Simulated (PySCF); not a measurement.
Zr(O)2 anion (O₂Zr), SMILES [O]=[Zr]=[O] (connectivity only; charge and spin as stated), charge -1, multiplicity 2.

The structure is a stationary point at PBE-D3(BJ)/def2-TZVPD. The spin state was assumed, not searched. The isomer is the one that the SMILES or the coordinates give; other isomers of the formula were not compared. The def2 effective core potentials stand for the cores of Zr; spin–orbit coupling is left out.

Level of theory: PBE-D3(BJ)/def2-TZVPD run with PySCF 2.14.0.

Frequencies are harmonic and unscaled.

Computed harmonic wavenumbers and intensities:
```csv
mode,ν (cm⁻¹),IR (km/mol),moving atoms (share of kinetic energy)
1,280,4.1,"O 87 %, Zr 13 %"
2,783,278.0,"O 81 %, Zr 19 %"
3,851,139.5,"O 87 %, Zr 13 %"
```
